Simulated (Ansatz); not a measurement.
Reaction (formal exchange of groups at the Se–C bond): `C[Se][SiH3]` + `BCl` → `[SiH3][Se]BCl` + CH₄

Isolated molecules relaxed with PBE0-D4/def2-TZVP in Ansatz; ΔE leaves out vibrations. CCSD(T)/CBS is the MP2 limit (def2-TZVPP, def2-QZVPP) plus CCSD(T) − MP2 in def2-TZVPP, frozen cores. This one scheme is used for every species. DFT in def2-TZVPP. B3LYP here is the variant with VWN-RPA as its local correlation; programs differ in this. For Se outer-core shells are correlated without core-valence functions, which leaves a few kJ/mol of doubt a bond. Scalar relativity is left out up to krypton. Each species was taken in one conformer, which may not be the lowest.

```json
{"level": "r2SCAN-D4", "ΔE (kJ/mol)": "-138.2"}
{"level": "PBE0", "ΔE (kJ/mol)": "-133.2"}
{"level": "B3LYP", "ΔE (kJ/mol)": "-126.6"}
{"level": "MP2/def2-QZVPP", "ΔE (kJ/mol)": "-136.4"}
```

(1) What does CCSD(T)/CBS give? (Estimate.)

Largest T1 diagnostic among the species: 0.012.

Results:

(1) Ansatz gave: -132.1 kJ/mol. The listed levels differ from it by -6.1, -1.1, 5.5, -4.3 kJ/mol.

In def2-TZVPP, CCSD(T) changes the Hartree–Fock value by −14.6 kJ/mol (the triples alone add −3.0 kJ/mol) and MP2 by −20.3 kJ/mol.
